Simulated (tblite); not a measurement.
Species: C4H7ClNSi (doublet state).
Structure used (GFN2-xTB), in Å, numbered top down from 1:
```
atom  x, y, z in Å
C1    -0.675   -0.004   -1.399
C2    -0.151    0.616   -0.106
C3    -1.212    1.205    0.694
Cl4   -0.863    2.423    1.831
Si5    0.736   -0.733    1.001
C6     2.110   -1.430   -0.043
N7     2.932   -1.829   -0.737
H8    -1.107    0.764   -2.038
H9    -1.443   -0.745   -1.189
H10    0.133   -0.490   -1.942
H11    0.605    1.371   -0.339
H12   -2.183    0.752    0.782
H13    1.320   -0.087    2.172
H14   -0.204   -1.814    1.290
```

Calculated harmonic vibrations of the isolated species, GFN2-xTB (tblite), most abundant isotopes, no scaling. This tight-binding method is rough: wavenumbers can miss measured ones by several per cent, in bad cases by 10 to 20. Modes of hydrogen on silicon can be 10 to 20 % off. One conformer, not necessarily the lowest. Open shells enter through the occupations alone, without spin polarisation, and single modes of such species can be off by tens of per cent.

Harmonic wavenumbers (cm⁻¹): 39.1, 61.7, 83.6, 174.8, 211.8, 257.5, 259.7, 266.5, 337.8, 373.6, 393.2, 482.5, 565.9, 602.1, 631.1, 689.5, 733.2, 797.5, 966.5, 1013.9, 1079.1, 1120.2, 1179.2, 1209.6, 1316.8, 1414.2, 1493.7, 1502.1, 2282.3, 2302.2, 2319.0, 2932.2, 3019.0, 3032.2, 3036.8, 3105.8.

A = 3457, B = 850.0, C = 742.8 MHz; mass 132.004 u (most abundant isotopes); point group C1, symmetry number 1; spin multiplicity 2.

Problem. Zero-point energy?

Solution. ½Σν̃ = 20643 cm⁻¹ = 246.94 kJ/mol.

Problem. Give the ideal-gas entropy at 350 K and 1 bar in the rigid-rotor, harmonic-oscillator model (classical rotation).

Solution. Translation 173.09, rotation 124.92, vibration 143.49, spin (R ln 2) 5.76: S = 447.3 J/(mol K).

Problem. And Cp and H(350 K) − H(0)?

Solution. Cp = 165.93 J/(mol K), of which vibrations give 132.67 (their classical limit is 36 R = 299.3); H(350 K) − H(0) = 37.12 kJ/mol without the zero-point energy, 25.48 from vibrations.

Problem. Blend soft modes into free rotors: weight 1/[1 + (100 cm⁻¹/ν̃)⁴] for the oscillator and the rest for a rotor with moment μB/(μ + B), μ = h/(8π²ν), B = 10⁻⁴⁴ kg m². What vibrational entropy results?

Solution. 129.53 J/(mol K) in place of 143.49, which changes −T·S at 350 K by +4.89 kJ/mol.

Problem. How do the functions run with temperature in this model?

Solution. 
```
T (K)  S (J/(mol K))  Cp (J/(mol K))  H − H(0) (kJ/mol)  G − H(0) (kJ/mol)  ln q(vib)
  100          300.1            78.6               5.50             -24.51       1.95
  200          367.9           119.7              15.52             -58.06       4.62
  300          422.8           152.1              29.16             -97.67       7.24
  500          512.4           199.6              64.67            -191.54      12.11
  800          616.7           243.8             131.74            -361.60      18.52
 1000          673.3           263.4             182.55            -490.74      22.29
```

q(vib) and H(0) count from the zero-point level.

Hindered rotation and anharmonicity are outside this model. Other conformers, if any are populated, would add a mixing term that is left out. The structure is chiral; the term R ln 2 for an equal mix with its mirror image is left out.
